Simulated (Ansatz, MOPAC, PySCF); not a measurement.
Complex: N2 (SMILES N#N) (first 2 atoms) with GeH4 (SMILES [GeH4]); geometry from B3LYP-D3(BJ)/def2-TZVP, rigid monomers moved along the line of their centres of mass till N2···Ge3 is 4.14 Å.
(charge 0, multiplicity 1):
```xyz
7

N     -0.214    -0.077    -1.113
N     -0.500     0.378    -0.163
Ge     0.209    -0.087     3.890
H      0.587    -0.409     5.344
H     -0.472    -1.310     3.259
H      1.478     0.256     3.098
H     -0.754     1.108     3.862
```

| level | interaction energy (kJ/mol) | minus CCSD(T)/CBS(aug-cc-pVDZ, aug-cc-pVTZ) |
|---|---|---|
| AM1 | 0.4 | 2.2 |
| PM6 | -0.4 | 1.4 |
| PBE-D3(BJ)/def2-TZVPPD | -2.4 | -0.6 |
| PBE-D4/def2-TZVPPD | -1.8 | -0.1 |
| r2SCAN-D4/def2-TZVPPD | -1.4 | 0.4 |
| B3LYP/6-31G* | 0.4 | 2.2 |
| B3LYP/def2-TZVPPD | 0.5 | 2.2 |
| B3LYP-D3(BJ)/def2-TZVPPD | -1.8 | 0.0 |
| PBE0-D4/def2-TZVPPD | -1.7 | 0.1 |
| M06-2X/6-31G* (no counterpoise) | -3.0 | -1.2 |
| wB97M-V/def2-TZVPPD | -1.7 | 0.0 |
| MP2/aug-cc-pVTZ | -1.9 | -0.1 |
| MP2/CBS(aug-cc-pVDZ, aug-cc-pVTZ) | -1.9 | -0.2 |
| CCSD(T)/CBS(aug-cc-pVDZ, aug-cc-pVTZ) | -1.8 | 0.0 |

 The comparison column counts from a level with limits of its own.

The rows run from -3.0 (M06-2X/6-31G* (no counterpoise)) to 0.5 kJ/mol (B3LYP/def2-TZVPPD). The dispersion term adds -2.3 in B3LYP-D3(BJ).

Counterpoise-corrected where a basis set is named; no monomer relaxation. Rows marked so take none.

Cores are frozen in the correlated methods. Filled d and f shells under p-block atoms count as core. CBS(a, b) extrapolates the correlation energy as X⁻³ and adds the Hartree–Fock energy of set b. Rows in 6-31G* carry no dispersion term and start afresh at each structure (6-31G* with six Cartesian d functions); the Pople sets are all-electron and without relativity. The state that AM1, PM6 reach isn't checked.

Run with Ansatz (an electronic-structure program); MOPAC for AM1, PM6 (differences of heats of formation); PySCF for 6-31G* rows, the dispersion terms. Each number belongs to the level named beside it.
